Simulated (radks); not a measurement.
The sulfur anion S2-, [Ar], held by a Watson sphere: a shell of charge +2.07 at radius R that stands for the Madelung well of a crystal (potential energy -2.07/R inside, -2.07/r outside, in hartree with lengths in bohr). Calculated with a radial shooting solver on a logarithmic mesh with Libxc functionals: non-relativistic Kohn-Sham, LDA (Slater exchange, Perdew-Wang correlation), spin-polarised, spherical densities, point nucleus. Response by self-consistent Sternheimer equations with the Hartree and adiabatic LDA kernel. The sphere does not respond.

R (bohr)  e(2p) (eV)  e(3s) (eV)  e(3p) (eV)  <r> 3p (bohr)  sum of <r^2> (bohr^2)  X-ray form factor at sin(theta)/lambda = 0.2 1/angstrom  alpha (bohr^3)
2.2          -153.89     -18.428      -8.777          2.111                  40.98                                                   11.415           25.22
2.36         -153.81     -17.928      -8.415          2.153                  42.49                                                   11.336           27.72
2.43         -153.78     -17.717      -8.255          2.171                  43.14                                                   11.306           28.90
2.65         -153.65     -17.087      -7.757          2.226                  45.18                                                   11.224           32.97
3.33         -153.10     -15.451      -6.324          2.376                  51.14                                                   11.083           49.36
3.99         -152.45     -14.248      -5.158          2.498                  56.55                                                   11.040           71.94
4.51         -151.94     -13.504      -4.398          2.582                  60.66                                                   11.035           95.80
4.54         -151.91     -13.466      -4.358          2.587                  60.90                                                   11.035           97.37
